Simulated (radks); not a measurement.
The numbers below are computed, except where a source is named.
Polarisability of the rubidium ion Rb2+, [Ar] 3d10 4s2 4p5, at imaginary frequency. Code: a radial shooting solver on a logarithmic mesh with Libxc functionals. Model: scalar-relativistic Kohn-Sham, LDA (Slater exchange, VWN5 correlation), spin-unpolarised, spherical densities, finite nucleus; Fermi nuclear charge, rms radius 4.2036 fm. Response by self-consistent Sternheimer equations with the Hartree and adiabatic LDA kernel, the relativistic mass of each level held fixed and spin-orbit coupling left out.

| w (hartree) | alpha1(iw) (bohr^3) |
|---|---|
| 0.00266 | 6.655 |
| 0.0143 | 6.653 |
| 0.0360 | 6.645 |
| 0.0697 | 6.619 |
| 0.118 | 6.552 |
| 0.186 | 6.406 |
| 0.280 | 6.118 |
| 0.413 | 5.596 |
| 0.605 | 4.758 |
| 0.892 | 3.615 |
| 1.35 | 2.361 |
| 2.12 | 1.297 |
| 3.59 | 0.6016 |
| 6.94 | 0.2325 |
| 17.5 | 0.05891 |

Static values: alpha1 = 6.655 bohr^3 (0.9862 angstrom^3; uncoupled 10.50). C6 = 33.18, triple-dipole C9 = 161.1 atomic units. One-pole (London) frequency 4 C6 / (3 alpha1^2) = 0.999 hartree, against 1.246 for minus the highest occupied eigenvalue.
